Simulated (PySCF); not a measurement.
Method: PBE-D3(BJ)/def2-TZVP // B3LYP-D3(BJ)/def2-TZVP (PySCF 2.14.0). Gas-phase values, no solvent. Delta-SCF ions had no search for a lower state. 

Reference species (SMILES): `C#CC#CN` (neutral, multiplicity 1).

```yaml
vertical ionisation energy (Delta-SCF): 8.19 eV
dipole_moment: 2.91 D
S1 oscillator strength: 0.000
LUMO: -1.33 eV
```

After one change: the vertical ionisation energy (Delta-SCF) rises by 2.02 eV; the dipole moment rises by 1.42 D; the S1 oscillator strength stays essentially unchanged; the LUMO falls by 1.03 eV.

**Question.** What was changed between the two runs? The new species is one of these.
A. `C#CN=C=C`
B. `C#CC=C=N`
C. `CC#CC#N`
D. `C=C=CC#N`

**Answer.** D, `C=C=CC#N`
